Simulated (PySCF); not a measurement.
## Worked example: chemical shift, span and skew from a shielding tensor

B(H)2(SeH) (BH3Se), SMILES B[SeH]. Atoms are numbered in the order given.

```xyz
5

B      0.0252    -1.5601     0.0000
H     -1.0277    -2.1163     0.0000
H      1.0663    -2.1345     0.0000
Se    -0.0461     0.3371     0.0000
H      1.4021     0.5890     0.0000
```
Charge 0, spin multiplicity 1.

Geometry optimised at PBE0-D3(BJ)/def2-TZVP.

GIAO shieldings from PBE0/pcSseg-2 (PySCF), non-relativistic, no solvent. The symmetric part of the tensor of Se4 has the principal values 823.7, 1876.2, 1941.1 ppm. The same nucleus in Me2Se has σ = 1739.2 ppm at this level (PySCF, at its B3LYP-D3(BJ)/def2-TZVP geometry).

Work out the isotropic shielding, the ⁷⁷Se shift against Me2Se, the span and the skew.


σ(iso) = (σ11 + σ22 + σ33)/3 = 1547.0 ppm. δ = σ(ref) − σ(iso) = 1739.2 − (1547.0) = 192.2 ppm.
Span Ω = σ33 − σ11 = 1117.4 ppm. Skew κ = 3(σ(iso) − σ22)/Ω = -0.88. Tumbling in solution averages the tensor to δ; in a static solid the shielding alone would spread this spin-1/2 line over Ω.
